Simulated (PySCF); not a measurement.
Structure with atom numbers: `[CH2:1]=[CH:2][N:3]([SiH3:4])[Si@H:5]([NH2:6])[C:7]#[N:8]` (H(Xn): hydrogen on atom n). Ha(C1) is cis to N3; Hb(C1) is trans to N3.

Gas phase, relativity neglected, fast rotation and ring inversion assumed for equivalent nuclei, a single conformation. GFN2-xTB structure; shielding tensors at PBE0/pcSseg-1 (GIAO); PySCF 2.14.

Q: List the cross peaks expected in HSQC, COSY and HMBC spectra.

A: 

HSQC (one-bond C–H):
```csv
δH,δC
7.19 (H(C2)),146.7 (C2)
4.53 (Hb(C1)),95.1 (C1)
4.39 (Ha(C1)),95.1 (C1)
```

COSY cross peaks (H two or three bonds apart, from the bond graph; peaks can be absent where the dihedral angle is near 90°):
```csv
δH,δH
7.19 (H(C2)),4.53 (Hb(C1))
7.19 (H(C2)),4.39 (Ha(C1))
4.53 (Hb(C1)),4.39 (Ha(C1))
```

HMBC (two and three bonds, from the bond graph):
```csv
δH,δC
7.19 (H(C2)),95.1 (C1)
4.98 (H(Si5)),"146.7 (C2), 123.9 (C7)"
4.56 (H(Si4)),146.7 (C2)
4.53 (Hb(C1)),146.7 (C2)
4.39 (Ha(C1)),146.7 (C2)
```

Chemical shifts δ = σref − σ; TMS for $^{1}$H and $^{13}$C, all at this level.

Short H···H contacts in this conformer between protons four or more bonds apart (candidates for NOE cross peaks, intensity ∝ r⁻⁶): Ha(C1)···H(Si4) 2.62 Å, H(Si4)···H(Si5) 2.78 Å.

OH/NH shifts are gas-phase values; hydrogen bonding in solution moves them, usually downfield. Shifts are as computed. Against solution values, carbons near 30 ppm lie about +3 ppm off and those near 130 ppm about +5 ppm. Of 1211 compounds with measured shifts, 218 miss one by over three times the rms of a fit or turn the order of signals round; such compounds aren't used in these exercises.
